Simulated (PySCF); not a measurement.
Ga(Cl)2(SiH3) (Cl2GaH3Si), SMILES [Ga]([SiH3])([Cl])[Cl].

The structure is a stationary point at B3LYP-D3(BJ)/def2-SVP. The structure was generated by enumeration; whether it is a known compound was not checked.

Computed with M06-2X/def2-TZVP in PySCF.

Gas-phase values at a fixed geometry.

```
Property                                                                                                       Result
---------------------------------------------------------------------------------------------  ----------------------
total energy                                                                                      -3136.64559 hartree
highest occupied level                                                                                       -9.48 eV
lowest empty level                                                                                           -1.48 eV
orbital gap                                                                                                   7.99 eV
dipole moment                                                                                                  2.93 D
quadrupole, principal values (traceless, Buckingham form, about the centre of nuclear charge)   -6.68, 0.68, 6.00 D·Å
mean static polarisability                                                                      81.5 bohr³ (12.07 Å³)
polarisability, principal values                                                               60.0, 86.0, 98.5 bohr³
```
